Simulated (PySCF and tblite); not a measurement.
The numbers below are computed, except where a source is named.
C₈H₈O, numbered as in [CH2:1]=[CH:2][O:3][c:4]1[cH:5][cH:6][cH:7][cH:8][cH:9]1.

Search: ETKDG and KDG, MMFF94s, GFN2-xTB, 90 starts; geometries at PBE0-D3(BJ)/def2-SVP. Energies: B3LYP-D3(BJ)/def2-SVPD (IEF-PCM, chloroform), with GFN2-xTB thermal terms (modes under about 100 cm⁻¹ blended into free rotors). Symmetry numbers and mirror images are counted. Conformers within 3 kcal/mol (GFN2-xTB free energy) were kept, 8 at most. Codes: tblite and PySCF.

Rotational constants are equilibrium values for the commonest isotopes; dipoles come from the energy level named and are polarised by its solvent model.

Torsions listed: C1–C2–O3–C4, C2–O3–C4–C5. Of a mirror pair one member is shown.

```
conformer       shape   symmetry  weight %
        1  157°, 153°  C1 (pair)      84.8
        2     1°, 89°         Cs      15.2
```

Sets of constants, in random order:

| set | A (MHz) | B (MHz) | C (MHz) | abs μa (D) | abs μb (D) | abs μc (D) |
| --- | --- | --- | --- | --- | --- | --- |
| P | 4981 | 989 | 837 | 0.59 | 1.00 | 0.53 |
| Q | 3660 | 1174 | 1075 | 0.69 | 0.08 | 0.80 |

Task: Match each set to its conformer.

Result: P is conformer 1, Q is conformer 2.

Thermal terms of a conformer that GFN2-xTB lacks, or places elsewhere, come from the nearest GFN2-xTB minimum; such a conformer stays in the set even outside the window.
